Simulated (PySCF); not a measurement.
C5H11F3Si, SMILES C(C(F)(F)F)[Si](C)(C)C (GFN2-xTB optimised geometry):

```
20

C      2.149    -0.664     0.000
Si     0.244    -0.664     0.000
C     -0.435     1.112     0.000
C     -0.438    -1.675     1.462
C     -0.262    -1.572    -1.630
C     -1.679    -1.302    -2.016
F     -2.104    -2.079    -3.035
F     -2.553    -1.514    -1.014
F     -1.881    -0.036    -2.419
H      2.551    -1.669    -0.082
H      2.529    -0.235     0.921
H      2.553    -0.080    -0.822
H     -1.520     1.122     0.051
H     -0.062     1.669     0.854
H     -0.148     1.653    -0.897
H     -0.193    -1.201     2.408
H     -1.518    -1.770     1.413
H     -0.020    -2.678     1.484
H     -0.159    -2.650    -1.514
H      0.361    -1.266    -2.468
```

Calculation: CAM-B3LYP/def2-SVP in PySCF.

### Question
What are the frontier orbital energies and the dipole moment?

### Answer
HOMO-2 -10.20 eV, HOMO-1 -10.07 eV, HOMO -10.06 eV, LUMO 2.24 eV, LUMO+1 3.25 eV; dipole moment 2.57 D.

Meta-Löwdin charges at CAM-B3LYP/def2-SVP: C1 -0.55, Si2 0.92, C3 -0.54, C4 -0.55, C5 -0.45, C6 0.76, F7 -0.28, F8 -0.28, F9 -0.28, H10 0.11, H11 0.11, H12 0.11, H13 0.12, H14 0.11, H15 0.11, H16 0.11, H17 0.12, H18 0.11, H19 0.12, H20 0.12.
